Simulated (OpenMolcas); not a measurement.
**Cr3+ in a point-charge field**

Cr3+ among 6 point charges of -2 e arranged as an octahedron (Oh), 1.68 Å from the ion.

```json
{"Program": "OpenMolcas", "Method": "SS-CASPT2, IPEA 0.25 Eh, imaginary shift 0.1 Eh (closed shells correlated: 3s 3p)", "Basis": "ANO-RCC-VDZP [5s4p2d1f]", "Scalar Hamiltonian": "DKH2, point nucleus", "Active space": "3 electrons in 5 orbitals (3d)", "State averaging": "2S+1 = 4 even, 10 roots; 2S+1 = 2 even, 40 roots", "Spin-orbit coupling": "state interaction with AMFI integrals over the reference wave functions"}
```

The lowest spin-free states (labels of O, the rotations of Oh), above the lowest:

```csv
State,Degeneracy,E (cm-1),Free-ion L (%)
4A2,1,0,F (100)
4T2,3,11820,F (100)
2E,2,16730,G (68)
2T1,3,17950,G (51)
4T1,3,18410,F (88)
2T2,3,23040,D (44)
2A1,1,24940,G (100)
2T2,3,29740,G (53)
2T1,3,29830,H (50)
4T1,3,30130,P (88)
2E,2,30920,H (51)
2T1,3,36070,P (44)
2T2,3,41930,D (58)
2T1,3,43190,H (74)
2A2,1,45020,F (100)
2T2,3,46580,F (83)
2E,2,50780,D (44)
2T1,3,53280,F (86)
2E,2,68270,D (92)
2T2,3,74100,D (90)
```

The lowest levels with spin-orbit coupling:

| E (cm-1) | Degeneracy | Label | 2S+1 | g |
| --- | --- | --- | --- | --- |
| 0 | 4 | Γ8 | 4 |  |
| 11720 | 2 | Γ7 | 4 | 2.90 2.90 2.90 |
| 11780 | 4 | Γ8 | 4 |  |
| 11860 | 4 | Γ8 | 4 |  |
| 11890 | 2 | Γ6 | 4 | 2.42 2.42 2.42 |
| 16750 | 4 | Γ8 | 2 |  |
| 17800 | 4 | Γ8 | 2 (86 %) |  |
| 18010 | 2 | Γ6 | 2 | 0.65 0.65 0.65 |
| 18230 | 2 | Γ7 | 4 | 1.09 1.09 1.09 |
| 18260 | 4 | Γ8 | 4 |  |
| 18670 | 4 | Γ8 | 4 (86 %) |  |
| 18740 | 2 | Γ6 | 4 | 3.96 3.96 3.96 |
| 23030 | 4 | Γ8 | 2 |  |
| 23170 | 2 | Γ7 | 2 | 1.14 1.14 1.14 |
| 24980 | 2 | Γ6 | 2 | 2.26 2.26 2.26 |
| 29560 | 2 | Γ6 | 2 (80 %) | 0.51 0.51 0.51 |
| 29650 | 4 | Γ8 | 2 (60 %) |  |
| 29720 | 2 | Γ7 | 2 | 0.53 0.53 0.53 |
| 29770 | 4 | Γ8 | 2 |  |
| 30070 | 2 | Γ6 | 4 (80 %) | 2.36 2.36 2.36 |

Powder χT (cm3 K/mol): 1.76 at 2 K, 1.76 at 10 K, 1.76 at 50 K, 1.77 at 100 K, 1.79 at 200 K, 1.81 at 300 K. The effective moment at 300 K is 2.828 √(χT) = 3.80 μB.

The lowest level has 2S+1 = 4, for which the spin-only value is χT = S(S+1) / 2 = 1.875 cm3 K/mol (g = 2). The computed 1.808 at 300 K differs by -0.067, through orbital momentum, spin-orbit coupling and any other state in reach.

Roots that are degenerate in the reference are averaged as groups; the widest CASPT2 spread within a group is 470 cm-1 (the 3-fold group of multiplicity 4 near 30100 cm-1 above the lowest state of its run). Shifts and gaps below about the spread of the groups concerned are not significant. Free-ion shares, where given, are those of the reference states; single-state CASPT2 does not remix them. This is an electrostatic model: the charges have no orbitals. No measured value stands beside these numbers.
